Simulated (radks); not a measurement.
Problem. The mean radii <r> (bohr) of the occupied orbitals of an atom or ion are listed with their occupations. Method: scalar-relativistic Kohn-Sham, SOGGA, spin-polarised, spherical densities, finite nucleus; Fermi nuclear charge, rms radius of each element as measured or else 0.836 A^(1/3) + 0.57 fm; computed with a radial shooting solver on a logarithmic mesh with Libxc functionals.

orbital  occ.      <r>
1s down     1  0.03518
1s up       1  0.03518
2s up       1   0.1538
2s down     1   0.1538
2p up       3   0.1340
2p down     3   0.1340
3s up       1   0.4292
3s down     1   0.4292
3p up       3   0.4308
3p down     3   0.4308
3d up       5   0.4155
3d down     5   0.4153
4s up       1    1.107
4s down     1    1.100
4p up       3    1.231
4p down     3    1.222
4d up       4    1.712

Name the element and its charge. Open shells, if any, are filled with parallel spins first.

Solution. Z = 42, molybdenum, charge +2: Mo2+ in [Kr] 4d4. The 1s radius gives Z: for a bare nucleus <r> = (2 gamma + 1)/(2Z) with gamma = sqrt(1 - (Z/c)^2), 0.03457 bohr for Z = 42, and screening makes it slightly larger (0.03518 here). The occupations add up to 40, and the charge is Z minus that.
